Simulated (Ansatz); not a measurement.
C₂H₆BF (`CB(C)F`) at its PBE0-D4/def2-TZVP geometry, where that method's forces vanish. Total charge 0; spin multiplicity 1.

```tsv
atom	x (Å)	y (Å)	z (Å)
C1	0.1074	0.6837	1.2133
B2	-0.0232	-0.5116	0.2153
C3	-0.0928	-0.3775	-1.3401
F4	-0.0802	-1.7445	0.7308
H5	-0.3677	1.5955	0.8447
H6	1.1751	0.9182	1.3197
H7	-0.2693	0.4507	2.2111
H8	-1.1479	-0.2552	-1.6199
H9	0.2713	-1.2659	-1.8600
H10	0.4272	0.5066	-1.7150
```

Problem. For each bond, give half the difference of the two atoms' forces along it (eV/Å; positive pushes the atoms apart) under PBE-D4, r2SCAN-D4, B3LYP-D4, ωB97M-V in def2-TZVPP. (Estimate.)

Solution. Computed: 
| bond | length (Å) | PBE-D4 | r2SCAN-D4 | B3LYP-D4 | ωB97M-V |
| --- | --- | --- | --- | --- | --- |
| C1–B2 | 1.563 | -0.14 | -0.04 | 0.01 | 0.02 |
| C1–H5 | 1.092 | 0.12 | -0.01 | -0.04 | -0.06 |
| C1–H6 | 1.098 | 0.13 | 0.00 | -0.03 | -0.06 |
| C1–H7 | 1.092 | 0.12 | -0.01 | -0.03 | -0.06 |
| B2–C3 | 1.563 | -0.13 | -0.04 | 0.01 | 0.02 |
| B2–F4 | 1.337 | 0.49 | 0.18 | 0.17 | 0.19 |
| C3–H8 | 1.098 | 0.13 | 0.00 | -0.03 | -0.06 |
| C3–H9 | 1.092 | 0.12 | -0.01 | -0.03 | -0.06 |
| C3–H10 | 1.092 | 0.11 | -0.01 | -0.04 | -0.06 |

B3LYP here is the variant with VWN-RPA as its local correlation; programs differ in this.
